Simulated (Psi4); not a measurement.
Complex: C2H6 (SMILES CC) (first 8 atoms) with H2Se (SMILES [SeH2]); geometry from B3LYP-D3(BJ)/def2-TZVP, rigid monomers moved along the line of their centres of mass till C1···Se9 is 6.56 Å.
(charge 0, multiplicity 1):
```xyz
11

C      0.48275    -0.45230     0.01903
C     -0.47433     0.71277    -0.21509
H      1.34259    -0.14378     0.61752
H      0.86499    -0.84923    -0.92346
H     -0.01281    -1.27240     0.54301
H     -0.85536     1.10885     0.72792
H     -1.33329     0.40541    -0.81471
H      0.02019     1.53200    -0.74058
Se    -0.01354    -0.39653     6.55892
H      0.07153    -0.57474     8.01657
H      0.97502    -1.46065     6.33447
```

The numbers are results of SAPT0/aug-cc-pVDZ (Psi4), not measurements.

Problem. Give the four SAPT terms and the total, and say what mostly holds the pair together.

Solution. electrostatics -0.3, exchange 0.0, induction 0.0, dispersion -2.5, total -2.9 meV; the largest attraction is dispersion.
